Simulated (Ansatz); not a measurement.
CoCl2. Charge 0, multiplicity 6. Geometry PBE0-D4/def2-TZVP; atoms count from 1.

```xyz
3

Co    0.464    0.671   -0.374
Cl   -0.744    0.687    1.385
Cl    0.280   -1.358   -1.011
```

At PBE0-D4/def2-TZVP a quartet of charge 0 lies 3.89 eV below the sextet, each at its own geometry. The structure comes from a short search, and lower isomers may exist.

Question: Estimate the Mulliken populations from the PBE0/def2-TZVP orbitals of Ansatz.

Answer: 
```
atom  charge (e)  spin (α − β)  d electrons
 Co1        0.40          4.05         6.95
 Cl2       -0.20          0.47            –
 Cl3       -0.20          0.47            –
```
Mulliken values and Mayer orders depend strongly on the basis.

Question: Where does the spin sit?

Answer: Summed by element: Co 4.05, Cl 0.95, of 5 unpaired in all. Largest on single atoms: Co1 4.05, Cl2 0.47, Cl3 0.47.

Question: And the Mayer bond orders between bonded heavy atoms (over 0.3)?

Answer: Co1–Cl2 1.18 (2.13 Å); Co1–Cl3 1.18 (2.13 Å).
